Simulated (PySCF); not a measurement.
Re(OH)2 (H2O2Re), SMILES [OH][Re][OH] (connectivity only; charge and spin as stated), neutral, multiplicity 4.

Geometry optimised at PBE-D3(BJ)/def2-TZVP. The multiplicity is an assumed one; other spin states were not compared. The def2 effective core potentials stand for the cores of Re; spin–orbit coupling is left out. The values are those of a single conformer.

These are PySCF with PBE-D3(BJ)/def2-TZVP values and carry that method's errors.

Frequencies are harmonic and unscaled.

A small imaginary wavenumber (i) marks a very flat motion, where grid noise or a shallow saddle decides the sign.

Q: List the normal modes with their intensities. (The exact figures need the calculation; the answer reports its results.)

A: 
```tsv
mode	ν (cm⁻¹)	IR (km/mol)	moving atoms (share of kinetic energy)
1	24i	0.0	O 81 %, Re 15 %
2	154	1.7	O 70 %, H 15 %, Re 15 %
3	560	287.6	H 90 %, O 10 %
4	566	0.0	H 90 %, O 10 %
5	629	21.8	H 72 %, O 27 %
6	686	183.4	O 81 %, Re 15 %
7	720	0.0	O 82 %, H 18 %
8	3665	115.5	H 94 %
9	3668	51.0	H 94 %
```
